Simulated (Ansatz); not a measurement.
A nudged elastic band was laid between two geometries of GeH4 + H2O (8 atoms, charge 0, multiplicity 1).

Method: RKS PBE/def2-SVP in Ansatz.

```
movable images  : 7
climbing image  : yes
spring          : 5.0 eV/Å²
optimiser       : quadratic models (default)
start path      : through a guess of the saddle point
force threshold : 0.05 eV/Å
iteration limit : 60
end points      : relaxed
```

Initial state:

```xyz
8
Properties=species:S:1:pos:R:3
Ge 0.371 0.036 -0.141
H 0.345 -0.104 1.403
H 1.855 -0.020 -0.596
H -0.249 1.380 -0.577
H -0.379 -1.154 -0.787
O -2.644 0.039 0.971
H -2.597 -0.919 0.793
H -2.168 0.113 1.820
```

Final state:

```xyz
8
Properties=species:S:1:pos:R:3
Ge -0.187 -0.054 -0.839
H -1.281 0.412 3.489
H 1.167 -0.570 -0.272
H -0.138 1.463 -1.123
H -0.556 -0.853 -2.123
O -1.502 -0.216 0.394
H -1.635 -1.150 0.639
H -1.334 0.339 2.723
```

Which bonds break or form, and what moves?

Bonds broken: Ge1–H2, O6–H8. Bonds formed: Ge1–O6, H2–H8. GeH4 + H2O becomes GeH4O + H2.

Give the energies along the band, and the barrier.

It converged. The highest image is number 3 of 0 to 8, 39.5 kcal/mol above the first end and 37.6 kcal/mol above the last; the last end lies 1.9 kcal/mol above the first. Neighbouring images differ by up to 1.2 eV, so the band resolves the path poorly. A vibrational analysis at the climbing image gives one clearly imaginary mode, 1226i cm⁻¹: a first-order saddle point. The orbitals stay closed-shell, which can raise the energy where a bond breaks towards radicals; this wasn't checked here.

| image | path coordinate (Å) | energy (kcal/mol) | Ge1–H2 (Å) | O6–H8 (Å) | Ge1–O6 (Å) |
| --- | --- | --- | --- | --- | --- |
| 0 | 0.00 | 0.0 | 1.55 | 0.98 | 3.21 |
| 1 | 0.95 | 1.5 | 1.55 | 0.98 | 3.24 |
| 2 | 1.91 | 11.4 | 1.58 | 0.98 | 2.77 |
| 3 | 2.86 | 39.5 | 1.92 | 1.19 | 2.06 |
| 4 | 3.57 | 14.7 | 2.40 | 1.74 | 1.86 |
| 5 | 4.27 | 3.9 | 3.04 | 2.16 | 1.81 |
| 6 | 4.98 | 2.4 | 3.68 | 2.37 | 1.81 |
| 7 | 5.68 | 2.0 | 4.10 | 2.40 | 1.81 |
| 8 | 6.39 | 1.9 | 4.49 | 2.40 | 1.81 |

What is the geometry of the highest image?


```xyz
8
Properties=species:S:1:pos:R:3
Ge -0.203 0.050 -0.194
H -0.242 0.679 1.621
H 1.130 -0.650 0.188
H -0.078 1.508 -0.694
H -0.787 -0.796 -1.385
O -1.960 -0.323 0.808
H -2.125 -1.278 0.969
H -1.201 0.180 1.574
```

Run time: 4.7 min on 1 thread of Arm Neoverse V1, with other jobs on the host, peak memory 0.15 GiB.
